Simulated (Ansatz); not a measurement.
Program: Ansatz. Geometries: PBE0-D4/def2-TZVP. ΔE: electronic, gas phase. CCSD(T)/CBS adds triple-zeta CCSD(T) − MP2 to the extrapolated MP2 energy (def2 sets, frozen cores). This one scheme is used for every species. Functionals use def2-TZVPP. For As outer-core shells are correlated without core-valence functions, which leaves a few kJ/mol of doubt a bond. Scalar relativity is left out up to krypton.

Consider the cleavage of the As–B bond: `FB[AsH2]` + `O[SiH3]` → `[SiH3]O[AsH2]` + `BF`.

Question: Is it downhill or uphill in electronic energy at CCSD(T)/CBS, and by how much? (Estimate.)

Answer: The calculation gave: Uphill: ΔE = +0.45 eV.

Question: What do these levels give: r2SCAN-D4, r2SCAN0-D4, r2SCANh, LC-ωPBE, SCS-MP2/def2-TZVPP, CCSD/CBS(def2)? (Best estimate.)

Answer: The calculation gave: r2SCAN-D4 0.50, r2SCAN0-D4 0.51, r2SCANh 0.51, LC-ωPBE 0.48, SCS-MP2/def2-TZVPP 0.33, CCSD/CBS(def2) 0.44 eV.

Largest T1 diagnostic among the species: 0.013.

At CCSD(T), def2-SVP lies −0.06 eV from the extrapolated value and def2-TZVPP −0.03 eV. Leaving LDA and LC-ωPBE aside and taking each functional with its dispersion term where it has one, the values, not all of them listed here, spread over 0.20 eV, from BHLYP-D4 to HSE06-D4. LDA lies +0.11 eV from PBE without D4.
